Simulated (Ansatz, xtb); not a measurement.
**Ranking isomers of C3H2F2N2**

3 gas-phase structures of C3H2F2N2, from a drawn sample of its isomers (lower ones may exist). Each was relaxed with GFN2-xTB:

A. `Fc1cnc(F)[nH]1`, a singlet
B. `Fc1c[nH]c(F)n1`, a singlet
C. `Fc1nc[nH]c1F`, a singlet

Problem. Make a reasoned guess at their ranking by r2SCAN-D4/def2-SVP single-point energy.

Solution. Calculated order at r2SCAN-D4/def2-SVP: B (0.0), A (5.1), C (8.6) kcal/mol.

Energies above the lowest of each column, in kcal/mol; the last columns are at PBE0-D3(BJ)/def2-SVP geometries:

| structure | GFN2-xTB | HF/STO-3G | r2SCAN-D4/def2-SVP | PBE0-D3(BJ)/def2-SVP | CCSD(T)/def2-SVP + ΔMP2/def2-TZVPP |
| --- | --- | --- | --- | --- | --- |
| B | 0.0 | 0.0 | 0.0 | 0.0 | 0.0 |
| A | 1.1 | 1.3 | 5.1 | 4.8 | 4.5 |
| C | 5.2 | 4.7 | 8.6 | 8.4 | 7.6 |

Every level run on B puts it lowest or level with the lowest. ΔMP2 is the change of the MP2 energy from the smaller to the larger basis.

Programs: Ansatz 0.2.0, xtb 6.7.1.
